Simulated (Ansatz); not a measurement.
# Abstraction of H: SbH(CH3)2 + CH4GaO → SbH(CH2)(CH3) + CH5GaO

Species: SbH(CH3)2, singlet; CH4GaO `C[O][GaH]`, doublet; SbH(CH2)(CH3), doublet; CH5GaO `C[O][GaH2]`, singlet. A radical takes H: the energy is the difference in strength between the C–H bond broken and the Ga–H bond made.

Shapes, held fixed at every level: PBE0-D4/def2-TZVP. Flexible molecules stand in one conformer, not always the lowest. Programs: Ansatz 0.2.0. The zero-point and thermal change to 298 K, harmonic and unscaled (PBE0-D4/def2-TZVP), is -14.2 kJ/mol.

```
                level                    kind  ΔH(298 K) (kJ/mol)  less CCSD(T)/def2-TZVPP  CPU time (sum over the molecules)
          HF/def2-SVP            Hartree–Fock               +64.1                    -20.0                                  –
    PBE-D4/def2-TZVPP                     GGA               +99.0                    +14.9                               31 s
  B3LYP-D4/def2-TZVPP           global hybrid               +92.2                     +8.1                               49 s
   PBE0-D4/def2-TZVPP           global hybrid               +92.7                     +8.6                               40 s
r2SCAN0-D4/def2-TZVPP           global hybrid               +82.7                     -1.4                               69 s
   wB97X-V/def2-TZVPP  range-separated hybrid               +84.3                     +0.2                            1.8 min
    B2PLYP/def2-TZVPP           double hybrid               +91.2                     +7.1                               68 s
   CCSD(T)/def2-TZVPP   coupled cluster or CI               +84.1                      0.0                             31 min
```

The highest level, CCSD(T)/def2-TZVPP, gives ΔH(298 K) = +84.1 kJ/mol; the levels span +64.1 to +99.0. The column of differences is taken from that level and isn't an error. No measured value is set beside it here. Open shells run unrestricted unless RO is named. For atoms past krypton def2 sets carry core potentials with scalar relativity. Relativity is left out for Ga unless named. Correlated rows may include outer-core shells of Ga, Sb, which these sets cover unevenly. Times are processor times on shared x86 and Arm servers, and rough.
